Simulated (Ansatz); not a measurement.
`[CH3][GeH]1[CH2][O]1` and `[NH2][GeH]1[CH2][O]1` differ in one atom or group.

Ansatz, PBE0-D4/def2-TZVP geometries, multiplicity 1. Each molecule was computed in one conformer, which needn't be the lowest.

Scalar relativity is left out up to krypton.

```
                                                                                  property  `[CH3][GeH]1[CH2][O]1`
                                                       HOMO energy (B3LYP/def2-TZVPP) / eV                   -6.68
                                                     LUMO energy (ωB97M-V/def2-TZVPP) / eV                    1.65
                                        size of the dipole moment (ωB97M-V/def2-TZVPP) / D                    2.74
ideal-gas entropy at 298 K and 1 bar (rigid rotor, harmonic PBE0-D4/def2-TZVP) / J/(mol·K)                     322
                                                       HOMO–LUMO gap (PBE/def2-TZVPP) / eV                    4.72
                                                   HOMO–LUMO gap (ωB97M-V/def2-TZVPP) / eV                   10.71
```

(1) Give the same properties after the change, and the shifts. (An estimate is asked.)

Answers

(1) Ansatz gave: 
```
                                                                                  property  `[NH2][GeH]1[CH2][O]1`  shift
                                                       HOMO energy (B3LYP/def2-TZVPP) / eV                   -6.62   0.06
                                                     LUMO energy (ωB97M-V/def2-TZVPP) / eV                    1.87   0.22
                                        size of the dipole moment (ωB97M-V/def2-TZVPP) / D                    1.96  -0.78
ideal-gas entropy at 298 K and 1 bar (rigid rotor, harmonic PBE0-D4/def2-TZVP) / J/(mol·K)                     314     -8
                                                       HOMO–LUMO gap (PBE/def2-TZVPP) / eV                    4.75   0.03
                                                   HOMO–LUMO gap (ωB97M-V/def2-TZVPP) / eV                   10.92   0.21
```

With PBE0 the HOMO rises by 0.05 eV and the LUMO rises by 0.25 eV, so the gap widens by about 0.20 eV. PBE moves the HOMO by 0.16 eV and ωB97M-V by 0.01 eV. The zero-point energy changes by -27.9 kJ/mol with -3 modes. Dipoles are sizes alone; their direction can turn.

Positive LUMOs are unbound, so they and the gaps depend on the basis.

B3LYP here is the variant with VWN-RPA as its local correlation; programs differ in this.
